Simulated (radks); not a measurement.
Task: Spherical quantum dot in the effective-mass picture: electrons in a hard-walled sphere of radius 1.82, all in effective atomic units (hartree* = m*/eps^2 hartree, bohr* = eps/m* bohr), one dielectric constant everywhere. Calculated with a radial shooting solver with Libxc functionals: non-relativistic Kohn-Sham, LDA (Slater exchange, Perdew-Wang correlation), spin-polarised, spherical densities. Levels are named by radial order and angular momentum (1s, 1p, 1d, 2s, ...), and open shells are averaged over m. Results are scaled to m* = 0.204 and eps = 8.1, for which hartree* = 84.61 meV and bohr* = 2.101 nm. At N = 21 the configuration is 1s2 1p6 1d10 1f(up 3, down 0). Does electron 22 go into 2s up or 1f up or 2s down?

Result: Into 1f up. The total energies of the other choices lie higher by 5.96 meV (2s up), 9.04 meV (2s down).
